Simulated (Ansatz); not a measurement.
A nudged elastic band was laid between two geometries of C₂H₁₁NOSi₂ (17 atoms, charge 0, multiplicity 1).

All numbers below come from RKS r2SCAN-D4/STO-3G (Ansatz).

```yaml
movable_images: 5
climbing_image: yes
spring: 5.0 eV/Å²
optimiser: quadratic models (default)
start_path: through a guess of the saddle point
force_threshold: 0.05 eV/Å
iteration_limit: 60
end_points: relaxed
```

First end point:

```xyz
17
Properties=species:S:1:pos:R:3
C 0.351 -2.227 -0.095
O 0.440 -1.333 -1.242
Si 0.898 0.261 -0.717
N 1.374 1.163 -2.174
Si -0.732 1.440 0.344
C -1.387 0.594 1.891
H 1.293 -2.291 0.496
H 0.129 -3.242 -0.480
H -0.462 -1.959 0.618
H 2.090 0.132 0.111
H 0.553 1.208 -2.830
H 2.069 0.585 -2.713
H -0.204 2.734 0.725
H -1.844 1.678 -0.552
H -0.578 0.323 2.578
H -1.939 -0.321 1.649
H -2.071 1.256 2.433
```

Last end point:

```xyz
17
Properties=species:S:1:pos:R:3
C 0.106 -2.048 -0.604
O 1.267 -1.354 -0.063
Si 1.156 0.354 -0.359
N 1.290 0.799 -2.078
Si -0.746 1.310 0.439
C -1.174 0.695 2.163
H -0.862 -1.707 -0.170
H 0.216 -3.123 -0.362
H 0.012 -1.968 -1.712
H 2.364 0.840 0.275
H 0.476 0.411 -2.616
H 2.116 0.308 -2.505
H -0.583 2.748 0.488
H -1.863 1.036 -0.441
H -0.375 0.923 2.877
H -1.328 -0.390 2.177
H -2.092 1.166 2.532
```

Problem. Which bonds break or form, and what moves?

Solution. No bond is made or broken. The dihedral C1–O2–Si3–Si5 goes from -74 to 56°.

Problem. What energy profile does the band end with?

Solution. The forces met the threshold. The highest image is number 3 of 0 to 6, 4.6 kJ/mol above the first end and 10.9 kJ/mol above the last; the last end lies 6.3 kJ/mol below the first. A vibrational analysis at the climbing image gives one clearly imaginary mode, 85i cm⁻¹: a first-order saddle point. Limits of this set-up: minimal basis.

```json
{"image": "0", "path coordinate (Å)": "0.00", "energy (kJ/mol)": "0.0", "dihedral C1–O2–Si3–Si5 (°)": "-74"}
{"image": "1", "path coordinate (Å)": "1.09", "energy (kJ/mol)": "-0.4", "dihedral C1–O2–Si3–Si5 (°)": "-67"}
{"image": "2", "path coordinate (Å)": "2.19", "energy (kJ/mol)": "0.8", "dihedral C1–O2–Si3–Si5 (°)": "-42"}
{"image": "3", "path coordinate (Å)": "3.28", "energy (kJ/mol)": "4.6", "dihedral C1–O2–Si3–Si5 (°)": "-6"}
{"image": "4", "path coordinate (Å)": "4.12", "energy (kJ/mol)": "1.5", "dihedral C1–O2–Si3–Si5 (°)": "21"}
{"image": "5", "path coordinate (Å)": "4.97", "energy (kJ/mol)": "-4.0", "dihedral C1–O2–Si3–Si5 (°)": "41"}
{"image": "6", "path coordinate (Å)": "5.81", "energy (kJ/mol)": "-6.3", "dihedral C1–O2–Si3–Si5 (°)": "56"}
```

Problem. What is the geometry of the highest image?

Solution. 
```xyz
17
Properties=species:S:1:pos:R:3
C -0.007 -2.074 -0.289
O 1.134 -1.389 -0.876
Si 1.110 0.332 -0.619
N 1.335 1.144 -2.193
Si -0.736 1.221 0.362
C -1.072 0.550 2.085
H -0.002 -2.069 0.825
H 0.043 -3.134 -0.610
H -0.997 -1.677 -0.613
H 2.327 0.635 0.116
H 0.560 0.848 -2.841
H 2.186 0.730 -2.657
H -0.551 2.654 0.457
H -1.907 0.993 -0.460
H -0.190 0.633 2.730
H -1.368 -0.505 2.059
H -1.885 1.108 2.563
```

Problem. What are the harmonic wavenumbers there?

Solution. 85i, 41, 125, 145, 172, 194, 213, 247, 289, 372, 489, 541, 606, 733, 753, 790, 823, 881, 930, 948, 1042, 1052, 1122, 1164, 1173, 1199, 1250, 1525, 1624, 1685, 1698, 1718, 1719, 1874, 2622, 2652, 2689, 3193, 3326, 3326, 3397, 3499, 3504, 3526, 3710 cm⁻¹.

The band took 9 iterations and about 2.1 core-minutes.

Run time: 2.1 min on 1 thread of AMD EPYC 9B45 (Zen 5) (shared host), peak memory 0.17 GiB.
